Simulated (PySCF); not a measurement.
# Vertical excitation energies

Compound: C3H12AsB.
SMILES: `[BH3-][AsH2+]C(C)C`

Method: PySCF, TDDFT CAM-B3LYP/def2-SVPD, vertical, gas phase, core orbitals frozen in the response. The structure is a single PBE0-D3(BJ)/def2-SVP conformer in the gas phase; no vibrational or solvent corrections. The CAM-B3LYP/def2-SVPD calculation is non-relativistic and has no spin–orbit coupling, an omission that weighs most on arsenic. Torsions of this conformer, `[BH3-:1][AsH2+:2][CH:3]([CH3:4])[CH3:5]`: B1–As2–C3–C4 55°.

| state | λ (nm) | E (eV) | f | main configurations (H = HOMO, L = LUMO) |
| --- | --- | --- | --- | --- |
| S1 | 171.7 | 7.22 | 0.015 | H→L (81%), H→L+3 (8%) |
| S2 | 161.8 | 7.66 | 0.012 | H-1→L (61%), H-1→L+3 (10%) |
| S3 | 160.3 | 7.73 | 0.0033 | H-2→L (71%) |
| S4 | 160.0 | 7.75 | 0.0066 | H→L+4 (36%), H→L+2 (15%), H→L+1 (13%) |
| S5 | 155.6 | 7.97 | 0.067 | H→L+1 (33%), H→L+3 (27%), H-1→L+1 (13%) |
| S6 | 151.9 | 8.16 | 0.024 | H-1→L+1 (34%), H→L+1 (28%), H→L+2 (17%) |
| S7 | 150.0 | 8.27 | 0.059 | H→L+2 (20%), H-2→L+1 (19%), H-1→L+1 (16%) |
| S8 | 149.4 | 8.30 | 0.048 | H-1→L+2 (20%), H-1→L+3 (16%), H-1→L+4 (16%) |
| S9 | 148.8 | 8.33 | 0.085 | H-2→L+1 (42%), H-2→L+2 (21%), H-1→L+4 (13%) |
| S10 | 147.4 | 8.41 | 0.083 | H-1→L+2 (48%), H-1→L+3 (26%) |

Triplets, Tamm–Dancoff:

```json
{"state": "T1", "E (eV)": "6.71", "λ (nm)": "184.9", "main configurations (H = HOMO, L = LUMO)": "H→L (54%), H→L+3 (19%), H-1→L (10%)"}
{"state": "T2", "E (eV)": "7.14", "λ (nm)": "173.7", "main configurations (H = HOMO, L = LUMO)": "H→L+4 (28%), H-1→L+4 (12%), H→L+2 (10%)"}
{"state": "T3", "E (eV)": "7.22", "λ (nm)": "171.8", "main configurations (H = HOMO, L = LUMO)": "H-1→L (31%), H→L+3 (28%), H→L+1 (14%)"}
{"state": "T4", "E (eV)": "7.40", "λ (nm)": "167.5", "main configurations (H = HOMO, L = LUMO)": "H→L (30%), H-1→L (25%), H→L+1 (14%)"}
```

The lowest singlet lies at 7.22 eV (172 nm, vacuum ultraviolet) and is weak; its leading configuration is HOMO→LUMO (81%). The largest oscillator strength of a single state is 0.085. Löwdin shares by element: HOMO boron 27%, arsenic 25%, hydrogen 16% or more, carbon 12% or more (atoms not listed hold the other 20%); LUMO hydrogen 24% or more, arsenic 21%, carbon 12% or more (atoms not listed hold the other 43%). Of the 10 states listed, 8 reach f = 0.01 and none stays under 0.0005. Orbital energies (eV): HOMO-3 -11.02, HOMO-2 -9.75, HOMO-1 -9.71, HOMO -9.44, LUMO 0.75, LUMO+1 1.48, LUMO+2 1.56. The listed states span 1.19 eV, and the widest gap between neighbours is 0.44 eV (S1 to S2). All these states lie below the vertical ionisation energy of 10.18 eV (ΔSCF). Only the lowest 10 singlets were computed, as vertical energies without vibronic structure.

On an Arm Neoverse V2 with one thread, on a shared host, this took 3.3 min wall.
